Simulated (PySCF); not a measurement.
Computed shifts of a molecule C4H11NSi, PySCF with KT2/pcSseg-1, GIAO, gas phase, atoms alike by connectivity averaged where their shifts nearly agree, in ppm (number of nuclei): ¹³C: 176.7 (1), 53.1 (1), 22.1 (1), 20.7 (1). ¹⁵N: 428.7 (1). ²⁹Si: -71.4 (1). ¹H: 4.51 (3), 3.44 (2), 2.21 (3), 1.80 (3). References: ¹³C against TMS (σ = 185.1 ppm); ¹⁵N against NH3 (σ = 266.2 ppm); ²⁹Si against TMS (σ = 361.9 ppm); ¹H against TMS (σ = 31.47 ppm), references at their B3LYP-D3(BJ)/def2-TZVP geometries, non-relativistic. Geometry: r2SCAN-D4/def2-SVP. One conformer was computed; it need not be the lowest.

Which molecule gave these data?
A) CC/C=N/[SiH2]C
B) NC/C=C/C[SiH3]
C) CC/N=C(\C)[SiH3]
D) C=C[SiH2][C@H](C)N

C, CC/N=C(\C)[SiH3]
